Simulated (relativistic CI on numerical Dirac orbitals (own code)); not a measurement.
**Ce25+: sensitivity of the levels to the model**

Base calculation: Dirac-Coulomb-Breit CI, orbitals from a KLI potential per configuration, a model potential for QED, unscaled Slater integrals.

CI space (outside the closed core [Ar] 3d10): 4s²4p³, 4s4p⁴, 4s²4p²4d, 4p⁵, 4s4p³4d, 4s²4p²4f, 4s4p³4f, 4p⁴4d, 4s4p²4d², 4s²4p4d4f, 4p⁴4f, 4s²4p²5s, 4p⁴5s, 4s²4p²5p, 4p³4d4f, 4s4p²4d5s, 4s4p²4f², 4s4p³5s, 4s²4p²5d, 4s²4p4f5s, 4s4p³5p, 4s²4p²5f, 4s²4p²5g, 4s4p³5d, 4s²4p²6s, 4p³4f5s, 4s²4p²6p, 4s²4p4d², 4s²4d³, 4s4p4d³, 4s²4d²4f, 4s4p4d²4f, 4s²4d²5s, 4p³4d², 4p²4d³, 4p²4d²4f, 4p²4d²5s, 4s²4p4f², 4s²4d4f², 4s4p4d4f², 4s²4f³, 4s4p4f³, 4s²4f²5s, 4p³4f², 4p²4d4f², 4p²4f³, 4p²4f²5s, 4s4p²4d4f, 4s4p4d4f5s, 4s²4p4d5s, 4s4p4d²5s, 4s²4d4f5s, 4s²4d5s², 4p³4d5s, 4p²4d4f5s, 4p²4d5s², 4s4p²4f5s, 4s4p4f²5s, 4s4p4f5s², 4s²4p5s², 4s4p4d5s², 4s²4f5s². Double excitations out of closed p, d and f shells are left out; levels of such configurations are missing from the list, as are those of other unlisted configurations, and high levels can miss mixing partners. These lack a partner that the ground configuration has and come out too high: 4s²4p²5p, 4s²4p²5d, 4s4p³5p, 4s²4p²5f, 4s²4p²5g.

The lowest level and the first level of each name with at least 55 % of one term (blank where a level has no safe partner in the second run):

| Level | Base (cm⁻¹) | Shift (cm⁻¹) |
| --- | --- | --- |
| 4s²4p³ ²P°3/2 | 0 | 0 |
| 4s²4p³ ²D°5/2 | 198753 | +2398 |
| 4s²4p³ ²P°1/2 | 237456 | +5194 |
| 4s4p⁴ ⁴P5/2 | 639297 | +17282 |
| 4s4p⁴ ²D5/2 | 877111 | +44657 |
| 4s²4p²4d ²F5/2 | 962337 | -4180 |
| 4s²4p²4d ⁴D1/2 | 981835 | -17757 |
| 4s²4p²4d ²D3/2 | 1129697 | -3176 |
| 4s²4p²4d ²D5/2 | 1140549 |  |
| 4s4p³4d ⁶D°1/2 | 1411584 | -16600 |
| 4s4p³4d ⁶D°9/2 | 1446583 | -16840 |
| 4s4p³4d ⁴F°5/2 | 1578433 | +6922 |
| 4s4p³4d ⁴F°7/2 | 1597159 | +9745 |

At this charge energies of transitions that change n are usually good to better than 1 %, and those within a shell (Δn = 0) to a few per cent.

Task: One thing was changed in a second run, which moved the levels as shown. Which?
A. configuration mixing switched off
B. QED terms removed
C. Breit term removed

Result: A. Configuration mixing switched off. Without mixing, levels that were pushed by configurations of the same parity and J return to their single-configuration places.

LS names give the leading component of a level, which can be under half, so a name can repeat, a term be missing and a line seem to break the LS rules.
